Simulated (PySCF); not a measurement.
Te(Cl)(SMe) (CH₃ClSTe), SMILES CS[Te]Cl. The structure is a stationary point at PBE-D3(BJ)/def2-SVP. The structure was generated by enumeration, and PubChem lists no compound with its InChIKey, so it may never have been made. The def2 effective core potentials stand for the cores of Te; spin–orbit coupling is left out. Other conformers were not sampled.

Computed equilibrium geometry at PBE-D3(BJ)/def2-SVP (PySCF confirms it by a frequency run) as a Z-matrix (one conformer of several):
```
C
H 1 1.1059
H 1 1.1061 2 110.45
H 1 1.1088 2 109.63 3 -120.50
S 1 1.8347 2 111.36 4 -116.80
Te 5 2.3838 1 104.42 2 -58.74
Cl 6 2.4270 5 102.92 1 -82.03
```
Charge 0, spin multiplicity 1.
